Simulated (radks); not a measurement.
Values are calculated unless marked as measured or tabulated.
Coherent X-ray form factor from a spherical all-electron density. Code: a radial shooting solver on a logarithmic mesh with Libxc functionals. Model: scalar-relativistic Kohn-Sham, LDA (Slater exchange, Perdew-Wang correlation), spin-unpolarised, spherical densities, point nucleus.

| sin(theta)/lambda (1/angstrom) | f0 (electrons) |
|---|---|
| 0.05 | 75.852 |
| 0.1 | 72.896 |
| 0.15 | 69.088 |
| 0.2 | 65.121 |
| 0.25 | 61.299 |
| 0.3 | 57.705 |
| 0.4 | 51.241 |
| 0.5 | 45.695 |
| 0.6 | 40.946 |
| 0.8 | 33.246 |
| 1 | 27.289 |
| 1.25 | 21.852 |
| 1.5 | 18.286 |
| 2 | 14.348 |

The species is in the configuration that NIST lists as its ground one. Which atom or ion scatters so?

Answer. Neutral iridium, [Xe] 4f14 5d7 6s2. Extrapolating in s^2 from the first two rows gives f0(0) = 76.8, near the electron count 77; among species with that count, the fall with angle is slower the higher Z, and the table is that of Z = 77; from so few rows the species is fixed only to a neighbour or two.
